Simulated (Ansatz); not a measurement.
Zn, charge +1, doublet.

Here is a job for Ansatz (a program for electronic structure).
Ansatz 0.2 input:
```yaml
crystal:
  periodic: [false, false, false]
  atoms:
    - {symbol: Zn, position_ang: [0.00000000, 0.00000000, 0.00000000]}
basis:
  gaussian:
    orbitals: cc-pVDZ
hamiltonian:
  xc: blyp
total_charge: 1
magnetization: {spin_polarized: true, initial_magnetization: 1}
```

**Question.** Give the number of basis functions at the level BLYP/cc-pVDZ (Ansatz).

**Answer.** 43

**Question.** Give the total energy at the level BLYP/cc-pVDZ.

**Answer.** -1779.180744 Ha

**Question.** Give the <S^2> at the level BLYP/cc-pVDZ.

**Answer.** 0.751
